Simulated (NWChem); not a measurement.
System meant: 1,2,4-triazole (C2H3N3); SMILES [nH]1ncnc1

Here is an NWChem input.

```
start job
memory heap 200 mb stack 900 mb global 1100 mb
geometry units angstroms noautoz
  C      1.067683     0.358676     0.000000
  N      0.011089     1.225806     0.000000
  C     -1.035625     0.409132     0.000000
  N     -0.605617    -0.882493     0.000000
  N      0.743594    -0.937382     0.000000
  H      2.115559     0.685661     0.000000
  H     -2.095835     0.693582     0.000000
  H     -1.151445    -1.746665     0.000000
end
basis spherical
  C library def2-svp
  N library def2-svp
  H library def2-svp
end
dft
  xc b3lyp
  iterations 4
  mulliken
end
task dft energy
```

End of the output:

```
    Atom       Charge   Shell Charges
 -----------   ------   -------------------------------------------------------
    1 C    6     6.03   1.96  0.61  0.30  1.89  1.10  0.15
    2 N    7     7.14   1.97  0.81  0.49  2.21  1.60  0.06
    3 C    6     5.98   1.96  0.61  0.30  1.88  1.07  0.16
    4 N    7     6.89   1.97  0.72  0.37  2.26  1.48  0.08
    5 N    7     7.10   1.97  0.83  0.51  2.17  1.55  0.08
    6 H    1     0.98   0.64  0.27  0.07
    7 H    1     0.97   0.63  0.27  0.07
    8 H    1     0.91   0.59  0.20  0.12

 center of mass
 --------------
 x =   0.03250134 y =   0.00244784 z =   0.00000000

 moments of inertia (a.u.)
 ------------------
         185.588988370746           0.000000000000           0.000000000000
           0.000000000000         176.912019709973           0.000000000000
           0.000000000000           0.000000000000         362.501008080718

     Multipole analysis of the density
     ---------------------------------

     L   x y z        total         alpha         beta         nuclear
     -   - - -        -----         -----         ----         -------
     0   0 0 0     -0.000000    -18.000000    -18.000000     36.000000

     1   1 0 0     -1.110863     -0.555432     -0.555432      0.000000
     1   0 1 0     -0.453312     -0.226656     -0.226656     -0.000000
     1   0 0 1     -0.000000     -0.000000     -0.000000      0.000000

     2   2 0 0    -16.006008    -61.794869    -61.794869    107.583731
     2   1 1 0      1.423039      0.399790      0.399790      0.623459
     2   1 0 1      0.000000      0.000000      0.000000      0.000000
     2   0 2 0    -24.172499    -61.508583    -61.508583     98.844668
     2   0 1 1     -0.000000     -0.000000     -0.000000      0.000000
     2   0 0 2    -21.958801    -10.979401    -10.979401      0.000000

 ------------------------------------------------------------------------
 dft energy failed                                                                                  0
 ------------------------------------------------------------------------
 ------------------------------------------------------------------------
  current input line :
    23: task dft energy
 ------------------------------------------------------------------------
 ------------------------------------------------------------------------
 This type of error is most commonly associated with calculations not reaching convergence criteria
 ------------------------------------------------------------------------
 For more information see the NWChem manual at https://nwchemgit.github.io

0:dft energy failed:Received an Error in Communication
```

Problem. Find the fault in this run and fix the input.

Solution. The run did not converge; its last values are not results. Cause: the SCF was allowed too few iterations. This input runs:
```
start job
memory heap 200 mb stack 900 mb global 1100 mb
geometry units angstroms noautoz
  C      1.067683     0.358676     0.000000
  N      0.011089     1.225806     0.000000
  C     -1.035625     0.409132     0.000000
  N     -0.605617    -0.882493     0.000000
  N      0.743594    -0.937382     0.000000
  H      2.115559     0.685661     0.000000
  H     -2.095835     0.693582     0.000000
  H     -1.151445    -1.746665     0.000000
end
basis spherical
  C library def2-svp
  N library def2-svp
  H library def2-svp
end
dft
  xc b3lyp
  iterations 150
  mulliken
end
task dft energy
```
It converges to -242.07185 Ha (B3LYP/def2-SVP).
